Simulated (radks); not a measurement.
Species: the selenium ion Se+. Configuration: [Ar] 3d10 4s2 4p3.

All-electron calculation, scalar-relativistic Kohn-Sham, LDA (Slater exchange, Perdew-Zunger correlation), spin-polarised, spherical densities, point nucleus; open shells are filled with parallel spins first. Program: a radial shooting solver on a logarithmic mesh with Libxc functionals.

Energy parts (Ry):
| part | energy |
|---|---|
| total | -4852.88570 |
| kinetic | 4950.38470 |
| electron-nucleus | -11681.69591 |
| Hartree | 2047.12440 |
| exchange-correlation | -168.69889 |

Orbitals (lengths in bohr, moments of r in powers of bohr; <r^-3> diverges for s and p1/2; r(90%) holds 90 % of the orbital's charge):
| orbital | occ. | eigenvalue (Ry) | <r^-3> | <r^4> | <r^2> | r(90%) |
|---|---|---|---|---|---|---|
| 1s up | 1 | -918.3030 | - | 0.00001771 | 0.002623 | 0.0789 |
| 1s down | 1 | -918.2893 | - | 0.00001771 | 0.002623 | 0.0789 |
| 2s up | 1 | -118.7051 | - | 0.003567 | 0.04541 | 0.303 |
| 2s down | 1 | -118.6967 | - | 0.003566 | 0.04541 | 0.303 |
| 2p up | 3 | -104.6117 | 1225 | 0.002589 | 0.03592 | 0.280 |
| 2p down | 3 | -104.5995 | 1225 | 0.002589 | 0.03592 | 0.280 |
| 3s up | 1 | -16.39412 | - | 0.2328 | 0.3814 | 0.859 |
| 3s down | 1 | -16.37665 | - | 0.2317 | 0.3809 | 0.858 |
| 3p up | 3 | -11.98803 | 174.3 | 0.2876 | 0.4097 | 0.905 |
| 3p down | 3 | -11.96797 | 174.5 | 0.2852 | 0.4085 | 0.903 |
| 3d up | 5 | -4.69070 | 19.94 | 0.5662 | 0.5006 | 1.05 |
| 3d down | 5 | -4.66272 | 20.06 | 0.5437 | 0.4934 | 1.04 |
| 4s up | 1 | -2.05152 | - | 18.88 | 3.453 | 2.58 |
| 4s down | 1 | -1.88058 | - | 19.44 | 3.473 | 2.59 |
| 4p up | 3 | -1.20539 | 13.68 | 42.95 | 5.079 | 3.17 |
| 4p down | 0 | -1.03860 | 13.36 | 49.65 | 5.361 | 3.28 |

The highest occupied level is 4p up at -16.400 eV. The density falls to 0.001 e/bohr^3 at r = 3.88 bohr. Spin moment in Bohr magnetons: 3. Summed over all electrons, <r^2> = 30.66 bohr^2, which gives a Langevin (diamagnetic) susceptibility term of -24.3 x 10^-6 cm^3/mol. For comparison, the ionisation energy in NIST's Atomic Spectra Database is 21.20 eV (measured). In exact Kohn-Sham theory the highest level is minus the ionisation energy, but local and semilocal functionals leave it too shallow, through self-interaction and a potential that decays too fast; potentials with the right tail come closer.
